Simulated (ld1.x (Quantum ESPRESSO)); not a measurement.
## K, PAW: configuration errors across variants

K (Z = 19), PAW, made with ld1.x (Quantum ESPRESSO) 7.5 (revPBE, scalar-relativistic). Core [Ne], reference 3s2 3p6 4s0.5 4p0.5. Waves: 3s (bound): rcut 1.80, rcutus 2.05 bohr; 4s (bound): rcut 1.80, rcutus 2.05 bohr; 3p (bound): rcut 2.10, rcutus 2.50 bohr; 4p (bound): rcut 2.10, rcutus 2.50 bohr; 3d channel at 0.05 Ry: rcut 1.75, rcutus 2.30 bohr; 3d channel at 1.3 Ry: rcut 1.75, rcutus 2.30 bohr. Local part: all-electron potential smoothed inside 1.90 bohr (lloc = -2). Core correction: a·sin(br)/r model core inside 1.75 bohr. Augmentation charge: PSQ, inside the norm-conserving radii.

All-electron excitation energies from the reference (eV): (1) 3s2 3p6 4s1 4p0 -0.740; (2) 3s2 3p6 4s0 4p0 3.523; (3) 3s2 3p6 4s0.5 4p0 0.868; (4) 3s2 3p6 4s0 4p1 0.754.

Errors AE − PS in meV (a dash: test not solved or not reliable):

| change | (1) | (2) | (3) | (4) | bound ghosts |
| --- | --- | --- | --- | --- | --- |
| base | 0.0 | -0.1 | 0.0 | 0.0 | none |
| all radii but the core radius scaled by about 0.74 (s 1.52, p 1.86, d 1.72 bohr, rcut 1.34/1.56/1.30); local potential all-electron potential smoothed inside 1.42 bohr (lloc = -2) | 0.0 | -0.1 | 0.0 | 0.0 | none |
| all radii but the core radius scaled by about 0.83 (s 1.70, p 2.06, d 1.90 bohr, rcut 1.48/1.74/1.44); local potential all-electron potential smoothed inside 1.56 bohr (lloc = -2) | 0.0 | -0.1 | 0.0 | 0.0 | none |
| all radii but the core radius scaled by about 0.92 (s 1.88, p 2.30, d 2.10 bohr, rcut 1.64/1.92/1.60); local potential all-electron potential smoothed inside 1.74 bohr (lloc = -2) | 0.0 | -0.1 | 0.0 | 0.0 | none |
| all radii but the core radius scaled by about 1.11 (s 2.28, p 2.78, d 2.56 bohr, rcut 2.00/2.34/1.94); local potential all-electron potential smoothed inside 2.10 bohr (lloc = -2) | 0.0 | -0.1 | 0.0 | 0.0 | none |
| all radii but the core radius scaled by about 1.19 (s 2.44, p 2.98, d 2.74 bohr, rcut 2.14/2.50/2.08); local potential all-electron potential smoothed inside 2.26 bohr (lloc = -2) | 0.0 | -0.1 | 0.0 | +0.1 | none |
| all radii but the core radius scaled by about 1.28 (s 2.62, p 3.20, d 2.94 bohr, rcut 2.30/2.70/2.24); local potential all-electron potential smoothed inside 2.44 bohr (lloc = -2) | +0.2 | -0.1 | 0.0 | +0.2 | none |

(1) Give the same row for: all radii but the core radius scaled by about 1.36 (s 2.80, p 3.40, d 3.14 bohr, rcut 2.46/2.86/2.38); local potential all-electron potential smoothed inside 2.58 bohr (lloc = -2).

Answers

(1) +0.4, -0.1, +0.1, +0.5; bound ghosts: none.
